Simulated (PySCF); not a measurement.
Isomers of C7H12Si.

All values: PBE0/pcSseg-1 (PySCF) at GFN2-xTB geometries, gas phase, one conformer each.

**Question.** Rank by the highest Hirshfeld charge on any atom, highest value first.
A. `[CH2:1]=[CH:2][C:3]1([CH:4]=[CH2:5])[SiH2:6][C@H:7]1[CH3:8]` with C1–C2–C3–C4 -114°, C2–C3–C4–C5 18°
B. `[CH2:1]=[CH:2]/[CH:3]=[CH:4]\[C:5](=[CH2:6])[CH2:7][SiH3:8]` with C1–C2–C3–C4 172°, C3–C4–C5–C6 -43°, C4–C5–C7–Si8 82°
C. `[CH3:1][CH2:2][CH2:3][SiH:4]1[CH:5]=[CH:6][CH:7]=[CH:8]1` with C1–C2–C3–Si4 179°, C2–C3–Si4–C5 -70°
D. `[CH2:1]=[C:2]([CH3:3])[SiH:4]1[CH2:5][CH:6]=[CH:7][CH2:8]1` with C1–C2–Si4–C5 128°
E. `[CH3:1][CH2:2][CH2:3]/[CH:4]=[CH:5]/[C:6]#[C:7][SiH3:8]` with C1–C2–C3–C4 179°, C2–C3–C4–C5 118°

**Answer.** D (+0.370 e), C (+0.356 e), E (+0.331 e), B (+0.318 e), A (+0.294 e).

**Question.** Rank by dipole moment, lowest first.
A. `[CH:1]#[C:2][C@:3]([CH3:4])([CH:5]=[CH2:6])[SiH2:7][CH3:8]` with C2–C3–C5–C6 -19°, C2–C3–Si7–C8 -61°
B. `[CH2:1]=[CH:2][CH2:3][C:4]1=[CH:5][CH2:6][SiH2:7][CH2:8]1` with C1–C2–C3–C4 -119°, C2–C3–C4–C5 -109°
C. `[CH2:1]=[CH:2]/[CH:3]=[CH:4]\[C:5](=[CH2:6])[CH2:7][SiH3:8]` with C1–C2–C3–C4 172°, C3–C4–C5–C6 -43°, C4–C5–C7–Si8 82°
D. `[CH3:1][CH2:2][CH2:3]/[CH:4]=[CH:5]/[C:6]#[C:7][SiH3:8]` with C1–C2–C3–C4 179°, C2–C3–C4–C5 118°
E. `[CH3:1][CH2:2]/[CH:3]=[CH:4]/[CH2:5][C:6]#[C:7][SiH3:8]` with C1–C2–C3–C4 -120°, C3–C4–C5–C6 -120°

**Answer.** B (0.19 D), C (0.39 D), A (0.80 D), E (1.32 D), D (1.69 D).

**Question.** Rank by LUMO energy, highest first.
A. `[CH2:1]=[CH:2][C@H:3]([CH3:4])[C:5]1=[CH:6][SiH2:7][CH2:8]1` with C1–C2–C3–C4 -129°, C2–C3–C5–C6 111°
B. `[CH3:1][CH2:2]/[CH:3]=[CH:4]/[CH2:5][C:6]#[C:7][SiH3:8]` with C1–C2–C3–C4 -120°, C3–C4–C5–C6 -120°
C. `[CH2:1]=[C:2]([CH3:3])[SiH:4]1[CH2:5][CH:6]=[CH:7][CH2:8]1` with C1–C2–Si4–C5 128°
D. `[CH3:1][CH:2]([CH3:3])[C:4]1=[CH:5][SiH2:6][CH:7]=[CH:8]1` with C1–C2–C4–C5 118°
E. `[SiH3:1][CH2:2][C@@:3]12[CH2:4][CH:5]=[CH:6][C@@H:7]1[CH2:8]2` with Si1–C2–C3–C4 64°
F. `[CH3:1][CH2:2][CH2:3]/[CH:4]=[CH:5]/[C:6]#[C:7][SiH3:8]` with C1–C2–C3–C4 179°, C2–C3–C4–C5 118°

**Answer.** E (0.45 eV), B (0.08 eV), C (-0.05 eV), A (-0.25 eV), F (-0.95 eV), D (-1.31 eV).

All values together:

| SMILES | μ (D) | HOMO (eV) | LUMO (eV) | lowest IAO charge (e) | highest IAO charge (e) | lowest Hirshfeld charge (e) | highest Hirshfeld charge (e) |
| --- | --- | --- | --- | --- | --- | --- | --- |
| C=CC1(C=C)[SiH2][C@H]1C | 0.79 | -6.25 | -0.12 | -0.409 (C) | +0.593 (Si) | -0.122 (C) | +0.294 (Si) |
| C=C(C)[SiH]1CC=CC1 | 0.48 | -7.00 | -0.05 | -0.553 (C) | +0.886 (Si) | -0.166 (C) | +0.370 (Si) |
| CCC/C=C/C#C[SiH3] | 1.69 | -6.80 | -0.95 | -0.417 (C) | +0.636 (Si) | -0.174 (C) | +0.331 (Si) |
| C#C[C@](C)(C=C)[SiH2]C | 0.80 | -6.98 | 0.15 | -0.718 (C) | +0.783 (Si) | -0.212 (C) | +0.347 (Si) |
| CCCC1=C[SiH2]C=C1 | 0.72 | -6.50 | -1.31 | -0.462 (C) | +0.745 (Si) | -0.161 (C) | +0.328 (Si) |
| CCC[SiH]1C=CC=C1 | 0.68 | -6.57 | -1.38 | -0.528 (C) | +0.886 (Si) | -0.152 (C) | +0.356 (Si) |
| C=C[C@H](C)C1=C[SiH2]C1 | 0.49 | -7.25 | -0.25 | -0.539 (C) | +0.745 (Si) | -0.170 (C) | +0.336 (Si) |
| C=C/C=C\C(=C)C[SiH3] | 0.39 | -6.33 | -1.17 | -0.535 (C) | +0.612 (Si) | -0.153 (C) | +0.318 (Si) |
| CC/C=C/CC#C[SiH3] | 1.32 | -7.27 | 0.08 | -0.415 (C) | +0.635 (Si) | -0.185 (C) | +0.331 (Si) |
| C=CCC1=CC[SiH2]C1 | 0.19 | -6.86 | 0.15 | -0.551 (C) | +0.753 (Si) | -0.166 (C) | +0.351 (Si) |
| [SiH3]C[C@@]12CC=C[C@@H]1C2 | 0.42 | -6.59 | 0.45 | -0.526 (C) | +0.596 (Si) | -0.153 (C) | +0.311 (Si) |
| CC(C)C1=C[SiH2]C=C1 | 0.69 | -6.51 | -1.31 | -0.460 (C) | +0.744 (Si) | -0.160 (C) | +0.328 (Si) |

Conformers: `[CH2:1]=[CH:2][C:3]1([CH:4]=[CH2:5])[SiH2:6][C@H:7]1[CH3:8]` with C1–C2–C3–C4 -114°, C2–C3–C4–C5 18°; `[CH2:1]=[C:2]([CH3:3])[SiH:4]1[CH2:5][CH:6]=[CH:7][CH2:8]1` with C1–C2–Si4–C5 128°; `[CH3:1][CH2:2][CH2:3]/[CH:4]=[CH:5]/[C:6]#[C:7][SiH3:8]` with C1–C2–C3–C4 179°, C2–C3–C4–C5 118°; `[CH:1]#[C:2][C@:3]([CH3:4])([CH:5]=[CH2:6])[SiH2:7][CH3:8]` with C2–C3–C5–C6 -19°, C2–C3–Si7–C8 -61°; `[CH3:1][CH2:2][CH2:3][C:4]1=[CH:5][SiH2:6][CH:7]=[CH:8]1` with C1–C2–C3–C4 180°, C2–C3–C4–C5 106°; `[CH3:1][CH2:2][CH2:3][SiH:4]1[CH:5]=[CH:6][CH:7]=[CH:8]1` with C1–C2–C3–Si4 179°, C2–C3–Si4–C5 -70°; `[CH2:1]=[CH:2][C@H:3]([CH3:4])[C:5]1=[CH:6][SiH2:7][CH2:8]1` with C1–C2–C3–C4 -129°, C2–C3–C5–C6 111°; `[CH2:1]=[CH:2]/[CH:3]=[CH:4]\[C:5](=[CH2:6])[CH2:7][SiH3:8]` with C1–C2–C3–C4 172°, C3–C4–C5–C6 -43°, C4–C5–C7–Si8 82°; `[CH3:1][CH2:2]/[CH:3]=[CH:4]/[CH2:5][C:6]#[C:7][SiH3:8]` with C1–C2–C3–C4 -120°, C3–C4–C5–C6 -120°; `[CH2:1]=[CH:2][CH2:3][C:4]1=[CH:5][CH2:6][SiH2:7][CH2:8]1` with C1–C2–C3–C4 -119°, C2–C3–C4–C5 -109°; `[SiH3:1][CH2:2][C@@:3]12[CH2:4][CH:5]=[CH:6][C@@H:7]1[CH2:8]2` with Si1–C2–C3–C4 64°; `[CH3:1][CH:2]([CH3:3])[C:4]1=[CH:5][SiH2:6][CH:7]=[CH:8]1` with C1–C2–C4–C5 118°.
